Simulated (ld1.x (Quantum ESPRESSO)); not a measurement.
**indium, TM: configuration errors across variants**

ld1.x (Quantum ESPRESSO) 7.5 input, shortened:

```
&input
   title='In', zed=49., rel=1, dft='PBE', iswitch=3,
   config='[Kr] 4d10 5s2 5p1'
 /
 &inputp
   pseudotype=2, tm=.true., lloc=1,
   nlcc=.false.
 /
3
4S  1  0   2.00   0.00  1.15  1.15  0.0
4D  3  2  10.00   0.00  1.20  1.20  0.0
4P  2  1   6.00   0.00  0.85  0.85  0.0
 &test
   configts(1)='4s2 4p6 4d10 5s2 5p1'
 /
```

Occupied shells without a wave of their own: 5p, 5s. They enter only through the test configuration that unscreens the potential.

All-electron excitation energies from the reference (eV): (1) 4s2 4p6 4d10 5s2 5p0 5.363; (2) 4s2 4p6 4d10 5s1 5p0 24.598; (3) 4s2 4p6 4d10 5s0 5p0 52.918; (4) 4s2 4p6 4d9 5s2 5p1 25.115; (5) 4s2 4p6 4d9 5s2 5p2 18.307; (6) 4s2 4p6 4d10 5s2 5p0.5 1.940; (7) 4s2 4p6 4d9 5s0 5p0 109.307.

For the base: The 5p, 5s levels have no wave, so the channel is fitted at the deeper level alone: the likely source of the large errors.

On the changes marked as counting shells twice: ld1.x takes every shell without a wave as core, so the model core holds the marked electrons as well and exchange and correlation see them twice. This cancels in the reference configuration, but the file is broken for other ones, and its errors say nothing about a proper core correction.

4 further variants failed, have other tests or another functional or relativity, and are left out.

The file “base” misses its own reference levels by 0.3 eV. The file “wave 4p (bound): rc 0.85 bohr becomes 4p (bound): rc 1.02 bohr” misses its own reference levels by 0.3 eV. The file “wave 4d (bound): rc 1.20 bohr becomes 4d (bound): rc 1.30 bohr” misses its own reference levels by 0.3 eV. The file “core correction a·sin(br)/r model core inside 0.64 bohr (5p, 5s counted twice)” misses its own reference levels by 0.3 eV.

Errors AE − PS in meV (a dash: test not solved or not reliable):

| change | (1) | (2) | (3) | (4) | (5) | (6) | (7) | bound ghosts |
| --- | --- | --- | --- | --- | --- | --- | --- | --- |
| base | -47 | -534 | -1207 | +5.8 | +62 | -19 | -1649 | none |
| wave 4p (bound): rc 0.85 bohr becomes 4p (bound): rc 1.02 bohr | -52 | -549 | -1234 | +5.9 | +68 | -21 | -1685 | none |
| wave 4d (bound): rc 1.20 bohr becomes 4d (bound): rc 1.30 bohr | -47 | -534 | -1207 | +5.8 | +62 | -19 | -1650 | none |
| core correction a·sin(br)/r model core inside 0.64 bohr (5p, 5s counted twice) | -180 | -1004 | -2245 | -28 | +24 | -49 | -2973 | none |

(1) Give the same row for: wave 4s (bound): rc 1.15 bohr becomes 4s (bound): rc 1.60 bohr.

Answers

(1) -60, -2520, -5929, -3.0, +104, -22, -7957; bound ghosts: none.
